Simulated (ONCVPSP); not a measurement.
**Potentials for Fe (Z = 26) compared**

Generated with ld1.x 7.5 (TM, RRKJ, ultrasoft, PAW), atompaw 4.2 or ONCVPSP 4.0.1. The cutoff is in Ry: for ld1.x and atompaw files where the sum of valence levels is converged to 10 mRy in a Bessel basis, for ONCV files where the hardest occupied wave has 1 mHa per electron of residual kinetic energy. The error is the largest all-electron minus pseudo excitation energy over each file’s own four to seven test configurations (ionisations up to +4, promotions, holes and added fractions of an electron), all of which were solved. The labels leave out finer settings (local radius, basis sizes, second energies), which also bear on the numbers. Spin-polarised tests are not counted. The rows are a selection from randomly drawn settings: files with unsolved tests, undetermined cutoffs or missed reference levels are left out.

| potential | cutoff (Ry) | largest error (meV) | bound ghosts |
| --- | --- | --- | --- |
| ONCV, LDA (Perdew-Zunger), scalar-relativistic, rc 1.55/1.05/1.90 (spd), local smoothed, core correction yes, reference 3s2 3p6 3d6 4s2, qcut 6.7/10.3/7.9, projectors 2/2/2 | 65 | +76 | none |
| ONCV, LDA (Perdew-Wang 92), scalar-relativistic, rc 1.20/1.40/1.05/1.45 (spdf), local smoothed, core correction yes, reference 3s2 3p6 3d6 4s1 4p1, qcut 11.7/12.3/14.8/8.9, projectors 2/2/3/2 | 166 | +1.1 | none |
| ONCV, PBEsol, scalar-relativistic, rc 1.30/1.20/1.80 (spd), local smoothed, core correction yes, reference 3s2 3p6 3d6 4s2, qcut 9.3/10.9/8.7, projectors 2/2/2 | 69 | +64 | none |
| ONCV, PBE, scalar-relativistic, rc 1.50/1.00/1.60 (spd), local smoothed, core correction yes, reference 3s2 3p6 3d6 4s2, qcut 6.9/10.6/8.3, projectors 2/2/3 | 64 | +41 | none |
| ONCV, PBE, scalar-relativistic, rc 1.35/1.50/1.65 (spd), local smoothed, core correction yes, reference 3s2 3p6 3d6 4s1 4p1, qcut 7.5/9.4/9.1, projectors 2/2/1 | 67 | +1.8 | none |
| ONCV, PBE, scalar-relativistic, rc 1.45/1.00/1.25 (spd), local smoothed, core correction no, reference 3s2 3p6 3d6 4s2, qcut 10.9/11.7/14, projectors 2/2/2 | 144 | -1.7 | none |

(1) Fill in the row for Fe: ONCV, LDA (Perdew-Wang 92), scalar-relativistic, rc 1.60/0.95/1.50 (spd), local smoothed, core correction yes, reference 3s2 3p6 3d6.5 4s1.5, qcut 9.2/7.1/11.2, projectors 3/2/2.

## Answers

(1) cutoff 98 Ry, largest error +4.3 meV, bound ghosts: none.
